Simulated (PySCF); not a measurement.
A PySCF script (with the pyscf-properties extension) for the NMR shieldings of SMILES BOB(OB)B(Cl)Cl, B4Cl2H4O2, on a GFN2-xTB geometry:

```python
import basis_set_exchange as bse
import numpy as np
from pyscf import gto, dft
from pyscf.prop import nmr

atoms = """
B     1.919280   -1.497075    0.572509
O     0.865433   -0.797242    0.274323
B    -0.243861   -0.121497   -0.010971
O    -0.153799    1.174776   -0.293075
B    -0.096724    2.444079   -0.567078
B    -1.772384   -0.919629   -0.011804
Cl   -1.906202   -2.610179    0.278544
Cl   -3.242102   -0.074803   -0.300407
H     2.261125   -1.583035    1.699237
H     2.517379   -2.042276   -0.286707
H    -0.192184    3.233665    0.305288
H     0.045238    2.792529   -1.685886
"""
names = dict.fromkeys(["B", "O", "Cl", "H"], "pcSseg-1")
basis = {el: gto.basis.parse(bse.get_basis(n, elements=[el], fmt="nwchem")) for el, n in names.items()}
mol = gto.M(atom=atoms, basis=basis, charge=0, verbose=0)
mf = dft.RKS(mol, xc="PBE0")
mf.grids.level = 2
mf.grids.alignment = dft.numint.BLKSIZE   # the property module wants whole blocks of grid points
mf.conv_tol = 1e-9
mf.kernel()

calc = nmr.RKS(mf)   # GIAO
C = mf.mo_coeff
Co = C[:, mf.mo_occ > 0]
resp = mf.gen_response(singlet=True, hermi=2)
def vind(x):   # induced exchange potential for any number of trial vectors
    d = np.einsum("pi,xij,qj->xpq", C, 2 * x.reshape(-1, C.shape[1], Co.shape[1]), Co, optimize=True)
    return np.einsum("xpq,pi,qj->xij", resp(d - d.transpose(0, 2, 1)), C, Co, optimize=True).ravel()
mo1, _ = nmr.rhf.solve_mo1(calc, with_cphf=vind)
sigma = calc.kernel(mo1)
for i, s in enumerate(sigma):   # ppm
    w = np.linalg.eigvalsh((s + s.T) / 2)
    print("%2d %-2s iso %8.1f  s11 %8.1f  s22 %8.1f  s33 %8.1f" % (i, mol.atom_pure_symbol(i), w.mean(), *w))
```

Question: Give the expected output.

Answer: 
```
 0 B  iso     58.8  s11      8.3  s22     57.5  s33    110.4
 1 O  iso     58.4  s11    -47.7  s22     41.2  s33    181.8
 2 B  iso     86.2  s11     76.9  s22     81.2  s33    100.6
 3 O  iso     59.2  s11    -45.6  s22     41.7  s33    181.5
 4 B  iso     58.7  s11      8.2  s22     57.5  s33    110.4
 5 B  iso     34.4  s11    -12.1  s22     21.2  s33     94.2
 6 Cl iso    599.0  s11    217.3  s22    628.1  s33    951.5
 7 Cl iso    600.3  s11    219.7  s22    627.8  s33    953.4
 8 H  iso     26.2  s11     25.6  s22     25.8  s33     27.2
 9 H  iso     26.2  s11     25.6  s22     25.8  s33     27.2
10 H  iso     26.2  s11     25.6  s22     25.8  s33     27.1
11 H  iso     26.2  s11     25.6  s22     25.9  s33     27.2
```

These numbers come from an equivalent density-fitted implementation of the same equations, which agrees with the script to about 0.01 ppm for H and up to a few tenths of a ppm for heavy atoms, so last digits may differ.

Size and cost of the density-fitted run: 170 basis functions, 32 s wall time on 1 thread of an Arm Neoverse V1, shared host; peak memory 0.93 GiB.
